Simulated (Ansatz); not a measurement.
Consider the redistribution: `N[Si](O)(Cl)Br` + `N[SiH]1CN1` → `N[SiH](Cl)Br` + `N[Si]1(O)CN1`.

Program: Ansatz. Geometries: PBE0-D4/def2-TZVP. ΔE: electronic, gas phase. CCSD(T)/CBS is the MP2 limit (def2-TZVPP, def2-QZVPP) plus CCSD(T) − MP2 in def2-TZVPP, frozen cores. For Br outer-core shells are correlated without core-valence functions, which leaves a few kJ/mol of doubt a bond. Scalar relativity is left out up to krypton. Each species was taken in one conformer, which may not be the lowest.

```csv
species,CCSD(T)/CBS(def2) energy (Eh)
`N[Si](O)(Cl)Br`,-3454.05781
`N[SiH]1CN1`,-440.14633
`N[SiH](Cl)Br`,-3378.82013
`N[Si]1(O)CN1`,-515.38119
```

(1) Work out ΔE.

Largest T1 diagnostic among the species: 0.011.

## Answers

(1) ΔE = (-3378.82013) + (-515.38119) − (-3454.05781) − (-440.14633) = 0.00282 Eh = +0.08 eV.
